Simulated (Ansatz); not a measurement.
`[NH2][Ti]([NH2])([Br])[Br]`, relaxed with RKS PBE0-D4/def2-TZVP in the Gaussian-basis code of Ansatz from a PBE-D4/def2-SVP geometry. The force threshold is 0.005 eV/Å; the program also tests the step.

Total charge 0; spin multiplicity 1.

Start:

```xyz
9

N    -1.540   -0.265    0.132
Ti    0.259   -0.026    0.536
N     1.085    0.312   -1.087
Br    0.482    1.856    1.974
Br    1.105   -2.041    1.480
H    -1.987   -0.216   -0.788
H    -2.238   -0.468    0.860
H     1.549   -0.405   -1.658
H     1.285    1.252   -1.449
```

How much energy does the relaxation release, and in how many steps? (An estimate is asked.)

Ansatz gave: 0.02 eV, in 5 steps.

Which bonds change most? (Estimate.)

The calculation gave: N1–H7 from 1.028 to 1.012 Å; N1–H6 from 1.024 to 1.009 Å; N3–H9 from 1.027 to 1.012 Å; N3–H8 from 1.027 to 1.012 Å.

Give the relaxed structure. (Best estimate.)

Ansatz gave: 
```xyz
9

N    -1.544   -0.264    0.134
Ti    0.251   -0.027    0.530
N     1.080    0.311   -1.087
Br    0.491    1.840    1.965
Br    1.108   -2.021    1.475
H    -1.969   -0.216   -0.780
H    -2.236   -0.465    0.845
H     1.540   -0.396   -1.646
H     1.279    1.238   -1.438
```
